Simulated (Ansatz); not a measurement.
Ansatz (a program for electronic structure) input (wB97X-V/def2-TZVPD):

Ansatz 0.2 input:
```yaml
crystal:
  periodic: [false, false, false]
  atoms:
    - {symbol: C, position_ang: [0.58105689, -1.38511561, -1.32231240]}
    - {symbol: Ge, position_ang: [0.02900692, -0.07944728, -0.09458183]}
    - {symbol: C, position_ang: [-1.85865584, 0.65945300, 0.06860488]}
    - {symbol: C, position_ang: [1.13984088, 1.57706510, -0.18521629]}
    - {symbol: N, position_ang: [0.24260408, -0.70733166, 1.70706389]}
    - {symbol: H, position_ang: [0.86487425, -0.96896768, -2.29396198]}
    - {symbol: H, position_ang: [-0.13031814, -2.20747413, -1.44897213]}
    - {symbol: H, position_ang: [-2.57357128, -0.16336547, 0.15820667]}
    - {symbol: H, position_ang: [-2.11225421, 1.22864245, -0.82953786]}
    - {symbol: H, position_ang: [-1.96803739, 1.31555149, 0.93924302]}
    - {symbol: H, position_ang: [2.19626438, 1.30652553, -0.22809213]}
    - {symbol: H, position_ang: [0.97010331, 2.19170020, 0.70168182]}
    - {symbol: H, position_ang: [0.89474399, 2.16470090, -1.07408193]}
    - {symbol: H, position_ang: [0.71723074, -1.60334798, 1.64472635]}
    - {symbol: H, position_ang: [-0.65893755, -0.87874592, 2.14150248]}
basis:
  gaussian:
    orbitals: def2-TZVPD
hamiltonian:
  xc: {name: wB97X-V}
total_charge: -1
output: {forces: true}
```

End of the output:

```
Atom 1 at     0.029007    -0.079447    -0.094582 Å, force     0.002754     0.169162     0.225314 eV/Å
Atom 2 at    -1.858656     0.659453     0.068605 Å, force     0.339913    -0.162589    -0.059129 eV/Å
Atom 3 at     1.139841     1.577065    -0.185216 Å, force    -0.188787    -0.268436     0.000585 eV/Å
Atom 4 at     0.242604    -0.707332     1.707064 Å, force    -0.041210     0.087546    -0.280013 eV/Å
Atom 5 at     0.864874    -0.968968    -2.293962 Å, force     0.050803     0.028456    -0.077717 eV/Å
Atom 6 at    -0.130318    -2.207474    -1.448972 Å, force    -0.034986    -0.098288    -0.014865 eV/Å
Atom 7 at    -2.573571    -0.163365     0.158207 Å, force    -0.066768    -0.064044     0.005782 eV/Å
Atom 8 at    -2.112254     1.228642    -0.829538 Å, force    -0.025181     0.049687    -0.075728 eV/Å
Atom 9 at    -1.968037     1.315551     0.939243 Å, force     0.028816     0.026624     0.054504 eV/Å
Atom 10 at     2.196264     1.306526    -0.228092 Å, force     0.091639    -0.022628    -0.004291 eV/Å
Atom 11 at     0.970103     2.191700     0.701682 Å, force    -0.019188     0.052886     0.076443 eV/Å
Atom 12 at     0.894744     2.164701    -1.074082 Å, force    -0.016411     0.049060    -0.076924 eV/Å
Atom 13 at     0.717231    -1.603348     1.644726 Å, force     0.011150    -0.023568     0.032032 eV/Å
Atom 14 at    -0.658938    -0.878746     2.141502 Å, force    -0.002582    -0.007728     0.021103 eV/Å
Dipole moment:    -0.551552     0.597784     0.369075 e Å
```

It need not be the lowest isomer of its formula. Whether it binds its extra electron was not tested at this geometry.
